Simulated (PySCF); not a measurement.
**Excitation energy of Xe⁺ by level of theory**

Xe⁺ [Kr] 4d10 5s2 5p5 (2P) → Xe⁺ [Kr] 4d10 5s2 5p4 5d1 (high-spin determinant), as a difference of total energies. Computed with PySCF 2.14 in aug-cc-pwCVDZ-PP with ECP28MDF (6s5p4d1f, 48 functions), with scalar relativity through the core potential. Correlated levels: valence and next inner shell: nothing frozen outside the core potential. The calculations carry no spin-orbit coupling.

| method | excitation energy (eV) |
| --- | --- |
| UHF | 11.640 |
| MP2 (valence and next inner shell) | 12.619 |
| SCS-MP2 (valence and next inner shell) | 12.521 |
| CCSD (valence and next inner shell) | 12.326 |
| CCSD(T) (valence and next inner shell) | 12.269 |

Q: How much does correlation contribute at CCSD(T) (valence and next inner shell)?

A: 12.269 − (11.640) = 0.629 eV, measured against UHF.

The promoted electron is Rydberg-like, and one or two diffuse shells describe it only roughly, which tends to raise the upper state.

The determinant of the upper state mixes LS terms, which raises its energy above the lowest term, most at the Hartree-Fock and MP2 levels.
